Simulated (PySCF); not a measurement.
**Gas-phase XPS of `C1=CC[Se]C1`, computed**

Compound: C4H6Se.
Numbering: `[CH:1]1=[CH:2][CH2:3][Se:4][CH2:5]1`

Computed, not measured: delta-SCF UKS SCAN, pcX-2 on the ionised atom, pcseg-1 elsewhere, spin-free X2C (PySCF 2.14.0). Vertical ΔSCF values, vacuum level as zero.

Problem. What binding energy does each computed site have?

Solution. 
| atom(s) | environment | level | binding energy (eV) | above the level's lowest (eV) | count |
| --- | --- | --- | --- | --- | --- |
| C3/C5 | sp3 carbon bound to selenium | C 1s | 291.06 | +0.49 | 2 |
| C1/C2 | alkene CH carbon | C 1s | 290.57 | 0.00 | 2 |

Lowest listed C 1s: C1/C2, bonded to C (double bond), C and H. Highest, 0.49 eV above it: C3/C5, bonded to C, Se and 2 H. Summing the Pauling electronegativity differences to the bonded atoms, each weighted by its formal bond order, gives -0.35 for the lowest site and -0.70 for the highest; the largest sum, -0.35, belongs to C1/C2, 0.49 eV below the top. The smallest sum, -0.70, belongs to C3/C5, 0.49 eV above the lowest.

Problem. Give the binding energy of C 1s of C1/C2 in hartree and in kJ/mol.

Solution. 290.57 eV = 10.6783 Eh = 28036 kJ/mol.

Problem. Which photon energy gives electrons from C 1s of C1/C2 a kinetic energy of 200 eV, and what is their de Broglie wavelength?

Solution. hν = 290.57 + 200 = 490.57 eV, recoil neglected; λ = 12.264 Å/√(E/eV) = 0.87 Å.

The first atom of each set that the bonding makes equivalent was ionised and stands for the set. No level of selenium is listed. Isolated species at its PBE0-D3(BJ)/def2-SVP geometry, gas phase.

Hardware: one thread, Arm Neoverse N1 (aarch64) (shared host). Cost: 22 s of wall time, 0.47 GiB resident at most.
